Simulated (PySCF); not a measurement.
## TlSe⁺: frontier orbitals

B3LYP at R = 3.287 Å; Tl def2-SVP with ECP60, Se def2-SVP; scalar-relativistic core potentials (PySCF 2.14). State: ³Σ⁻ (triplet), unpaired electrons π ↑↑. Only the outer orbitals are listed, counted within each symmetry, core potentials removing the inner ones.

```csv
spin,orbital,occ.,ε (eV),on Tl (%),main shells (%)
α,11σ,1,-16.24,94,94 Tl s
α,6π,1,-13.35,1,99 Se p
α,6π,1,-13.35,1,99 Se p
α,12σ,1,-12.40,13,87 Se p
α,7π,0,-7.06,99,99 Tl p
α,7π,0,-7.06,99,99 Tl p
α,13σ,0,-6.28,93,92 Tl p
β,11σ,1,-16.21,95,95 Tl s
β,12σ,1,-11.76,15,"85 Se p, 10 Tl p"
β,6π,0,-9.61,4,96 Se p
β,6π,0,-9.61,4,96 Se p
β,7π,0,-7.01,96,96 Tl p
```

**Question.** Which are the highest filled and the lowest empty level, where do they sit, and how wide is the gap?

**Answer.** Highest filled β 12σ at -11.76 eV (in %: 85 Se p, 10 Tl p); lowest empty β 6π at -9.61 eV (in %: 96 Se p); the gap at B3LYP is 2.15 eV.

| Quantity | Value |
| --- | --- |
| bond order (Mayer) | 0.38 |
| ⟨S²⟩ | 2.004 |
| charge on Tl (Mulliken, basis-dependent) | 0.79 |
| charge on Tl (Löwdin, basis-dependent) | 0.69 |
| dipole moment (positive dipole points towards Se; it is taken about the centre of mass and depends on that origin) | -0.73 D |
| polarisability along the bond | 77.8 bohr³ |
| polarisability across the bond | 32.1 bohr³ |

Spin–orbit coupling is left out, which matters for elements this heavy, above all for dissociation energies. The state is the lowest determinant that a PBE0 search found; another state may lie lower at other levels.
